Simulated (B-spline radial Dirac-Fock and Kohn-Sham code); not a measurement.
Lu²⁺: M4-N45N45 lines in intermediate coupling

System: lutetium as Lu²⁺, 1s2 2s2 2p6 3s2 3p6 3d10 4s2 4p6 4d10 4f14 5s2 5p6 6s1.

The run's input, task.json:

```json
{"items": [{
  "Z": 71,
  "q": 2,
  "cfg": [[1, 0, 2], [2, 0, 2], [2, 1, 6], [3, 0, 2], [3, 1, 6], [3, 2, 10], [4, 0, 2], [4, 1, 6], [4, 2, 10], [4, 3, 14], [5, 0, 2], [5, 1, 6], [6, 0, 1]],
  "A": 175,
  "rrms": 5.37,
  "do": ["binding", "quiet", "double"]
}]}
```

Run with: `python xray_run.py task.json out`

The computed values come from a radial finite-basis atomic code: Dirac-Fock ΔSCF + Breit + QED. The two-hole levels come from diagonalising the Coulomb interaction among the jj configurations; intensities are independent-particle Coulomb rates. Kinetic energies are from the vacuum level. No correlation. Open outer shells are spectators and are not coupled to the holes.

```
kinetic energy (eV)  J  leading jj holes (weight)  leading LS term (weight)  intensity (%)
             1165.3  0                N4N4 (0.93)                ¹S0 (0.66)            8.1
             1173.7  2                N4N4 (0.96)                ³F2 (0.48)           25.5
             1180.1  4                N4N5 (0.97)                ¹G4 (0.92)           29.1
             1180.9  1                N4N5 (1.00)                ³P1 (1.00)            8.9
             1182.4  2                N4N5 (0.95)                ³P2 (0.51)           12.9
             1185.3  3                N4N5 (1.00)                ³F3 (1.00)           14.5
             1186.0  0                N5N5 (0.93)                ³P0 (0.66)            0.1
             1191.6  2                N5N5 (0.99)                ¹D2 (0.50)            0.5
             1194.5  4                N5N5 (0.97)                ³F4 (0.92)            0.3
```

The strongest line, by its leading LS label ¹G4, lies at 1180.1 eV. The mean weight of the leading component is 0.97 in jj and 0.74 in LS coupling, so jj labels describe these levels better.
